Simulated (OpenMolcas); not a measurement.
# N III: effect of the basis set

```
Program             : OpenMolcas 26.06
Method              : SS-CASPT2, IPEA 0.25 Eh, imaginary shift 0.1 Eh (closed shells correlated: 1s)
Active space        : 3 electrons in 4 orbitals (2s 2p)
State averaging     : 2S+1 = 4 odd, 1 root; 2S+1 = 2 odd, 11 roots; 2S+1 = 4 even, 3 roots; 2S+1 = 2 even, 9 roots
Spin-orbit coupling : RASSI with atomic mean-field integrals over the reference wave functions, term energies averaged over their components
```

A. ANO-R1 [3s2p1d], X2C, finite nucleus; CASPT2 step about 2.2 core-seconds
B. ANO-L-VTZP [4s3p2d1f], non-relativistic, point nucleus; CASPT2 step roughly 2.2 core-seconds
C. ANO-RCC-VTZP [4s3p2d1f], DKH2, point nucleus; CASPT2 step of the order of 2.3 core-seconds
D. ANO-R3 [4s4p2d1f], X2C, finite nucleus; CASPT2 step of the order of 1.9 core-seconds
E. ANO-R2 [4s4p2d1f], X2C, finite nucleus; CASPT2 step roughly 2.7 core-seconds
F. ANO-RCC-VQZP [5s4p3d2f1g], DKH2, point nucleus; CASPT2 step about 2.3 core-seconds

Energies in cm-1 above 2s2 2p 2P* 1/2, the measured ground level; measured values from Moore, Selected Tables of Atomic Spectra, NSRDS-NBS 3, section 5.

| Level | A | B | C | D | E | F | Measured |
| --- | --- | --- | --- | --- | --- | --- | --- |
| 2s2 2p 2P* 1/2 | 0.0 | 0.0 | 0.0 | 0.0 | 0.0 | 0.0 | 0.0 |
| 2s2 2p 2P* 3/2 | 154 | 158 | 158 | 158 | 158 | 159 | 174 |
| 2s 2p2 4P 1/2 | 53170 | 55280 | 55530 | 55800 | 55800 | 55890 |  |
| 2s 2p2 4P 3/2 | 53220 | 55330 | 55580 | 55850 | 55850 | 55950 | 57247 |
| 2s 2p2 4P 5/2 | 53320 | 55430 | 55680 | 55950 | 55950 | 56050 | 57328 |
| 2s 2p2 2D 3/2 | 100360 | 101440 | 101140 | 101140 | 101140 | 100660 | 101031 |
| 2s 2p2 2D 5/2 | 100360 | 101440 | 101140 | 101140 | 101140 | 100670 | 101024 |
| 2s 2p2 2S 1/2 | 132490 | 132370 | 131450 | 131300 | 131300 | 130510 | 131004 |
| 2s 2p2 2P 1/2 | 146460 | 148780 | 148140 | 147870 | 147870 | 147130 | 145876 |
| 2s 2p2 2P 3/2 | 146570 | 148890 | 148250 | 147980 | 147980 | 147240 | 145986 |
| 2p3 4S* 3/2 | 180530 | 185680 | 185610 | 185730 | 185730 | 185640 | 186797 |
| 2p3 2D* 3/2 | 201030 | 204670 | 204110 | 204130 | 204140 | 203600 | 203089 |
| 2p3 2D* 5/2 | 201030 | 204670 | 204110 | 204130 | 204140 | 203600 | 203075 |
| 2p3 2P* 1/2 | 230430 | 233380 | 232350 | 232100 | 232100 | 231280 | 230404 |
| 2p3 2P* 3/2 | 230440 | 233390 | 232360 | 232110 | 232110 | 231280 | 230409 |

Deviations, from unrounded energies. A percentage is the sum of absolute deviations over the sum of measured energies, with the sign that they share, or ± where signs differ.

| Against measurement | Levels | A | B | C | D | E | F |
| --- | --- | --- | --- | --- | --- | --- | --- |
| mean absolute deviation (cm-1) | 13 | 1700 | 1700 | 1200 | 1100 | 1100 | 790 |
| fine structure of the ground term (%) | 1 | -11.6 | -9.5 | -9.6 | -9.6 | -9.6 | -8.6 |
| other configurations (%) | 12 | ±1.3 | ±1.2 | ±0.9 | ±0.8 | ±0.8 | ±0.6 |

F lies closest to measurement on these levels and A furthest from it. The largest miss of F in the table is 2s 2p2 4P 3/2, by -1300 cm-1. The ranking rests on the paired levels alone, and a cruder setting can come out closer through cancelling errors.

Among A to F the level of the table that moves most is 2p3 4S* 3/2, by 5200 cm-1 (lowest in A, highest in E). Moves below CASPT2's spread within the term are not significant.

Term energies are means over components that CASPT2 splits; among the terms shown or strongly mixed into the levels shown the widest spread is 210 cm-1 (2p3 2D*, D). Measured partners are found by configuration, term and J. A level has none where our copy of the source lacks it or the pairing is in doubt (some pairs that miss far off the trend of their configuration count as doubtful), and it then counts in no deviation. Levels of configurations outside the active space are missing.

* marks odd parity.
